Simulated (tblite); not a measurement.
Compound: CH7GeSSi (doublet state).
Bonds: Si1–C2, C2–S3, C2–Ge4. Hydrogens: H5, H6, H7 on Si1; H8 on S3; H9, H10, H11 on Ge4.

Computed with GFN2-xTB (tblite), gas phase: L-BFGS steps from a force-field or distance-geometry start until the largest atomic force falls under 0.01 eV/Å.

Step 28: E = -340.8589 eV
```
atom  x, y, z in Å  |  force x, y, z in eV/Å
Si1    -1.2899    0.5607   -0.8014   -0.014  -0.010   0.004
C2     -0.0998   -0.1320    0.4542   -0.021  -0.016   0.007
S3     -0.6207   -1.1638    1.7430   -0.005   0.010  -0.029
Ge4     1.8060   -0.1257    0.1403   -0.053   0.019   0.010
H5     -1.4083   -0.2965   -1.9900   -0.018   0.000   0.010
H6     -0.7807    1.8744   -1.1907   -0.018   0.028  -0.016
H7     -2.5924    0.6297   -0.1263   -0.029   0.018  -0.012
H8     -1.9473   -0.9852    1.6289    0.046   0.006   0.000
H9      2.1690   -1.1082   -0.9346    0.062   0.007   0.016
H10     2.2214    1.2318   -0.3354    0.010  -0.053   0.013
H11     2.5481   -0.4824    1.3858    0.040  -0.008  -0.002
```

Step 29: E = -340.8597 eV
```
atom  x, y, z in Å  |  force x, y, z in eV/Å
Si1    -1.2928    0.5594   -0.8025    0.005  -0.001   0.036
C2     -0.0995   -0.1343    0.4511   -0.017  -0.010  -0.018
S3     -0.6214   -1.1638    1.7411    0.024   0.005  -0.026
Ge4     1.8074   -0.1284    0.1403   -0.056   0.057   0.016
H5     -1.4171   -0.2920   -1.9923   -0.018  -0.024  -0.010
H6     -0.7863    1.8731   -1.1927   -0.012   0.039  -0.015
H7     -2.5915    0.6272   -0.1206   -0.037   0.019  -0.011
H8     -1.9453   -0.9788    1.6265    0.010   0.004   0.004
H9      2.1801   -1.1078   -0.9316    0.058  -0.013  -0.003
H10     2.2257    1.2299   -0.3330    0.001  -0.061   0.016
H11     2.5461   -0.4819    1.3878    0.044  -0.014   0.011
```

Step 30: E = -340.8606 eV
```
atom  x, y, z in Å  |  force x, y, z in eV/Å
Si1    -1.2974    0.5586   -0.8032    0.022   0.013   0.058
C2     -0.1000   -0.1374    0.4468   -0.009  -0.002  -0.042
S3     -0.6215   -1.1651    1.7381    0.040   0.005  -0.027
Ge4     1.8078   -0.1312    0.1408   -0.036   0.068   0.021
H5     -1.4279   -0.2868   -1.9951   -0.019  -0.045  -0.022
H6     -0.7937    1.8728   -1.1967   -0.011   0.036  -0.005
H7     -2.5925    0.6247   -0.1136   -0.035   0.020  -0.015
H8     -1.9425   -0.9702    1.6240   -0.021  -0.003   0.013
H9      2.1963   -1.1070   -0.9274    0.043  -0.028  -0.015
H10     2.2317    1.2258   -0.3296   -0.008  -0.047   0.012
H11     2.5452   -0.4816    1.3898    0.036  -0.017   0.020
```

Question: Estimate the geometry and energy of step 31. (The exact step hangs on the optimiser's Hessian estimate; all steps are aligned on step 30, rigid shifts and turns removed.)

Answer: E = -340.8613 eV, largest force 0.054 eV/Å
```
atom  x, y, z in Å  |  force x, y, z in eV/Å
Si1    -1.3013    0.5592   -0.8030    0.021   0.021   0.045
C2     -0.1013   -0.1395    0.4434    0.004   0.003  -0.047
S3     -0.6207   -1.1676    1.7348    0.029   0.009  -0.028
Ge4     1.8070   -0.1324    0.1420    0.000   0.038   0.017
H5     -1.4352   -0.2840   -1.9965   -0.019  -0.045  -0.013
H6     -0.7994    1.8737   -1.2008   -0.015   0.023   0.008
H7     -2.5951    0.6237   -0.1094   -0.023   0.021  -0.019
H8     -1.9403   -0.9637    1.6234   -0.029  -0.013   0.022
H9      2.2093   -1.1064   -0.9239    0.023  -0.028  -0.011
H10     2.2362    1.2213   -0.3269   -0.010  -0.013   0.003
H11     2.5461   -0.4816    1.3910    0.019  -0.015   0.022
```

The energy changes by -0.0007 eV. The first-order estimate −F·Δx gives -0.0010 eV and the mean of the old and new forces, exact on a quadratic surface, -0.0007 eV. The step makes an angle of 74° with the force vector and moves no atom by more than 0.014 Å.

The cost below is that of the whole relaxation. Time: 0.5 s wall. Hardware: Arm Neoverse V1, one thread, no GPU, on a shared host.
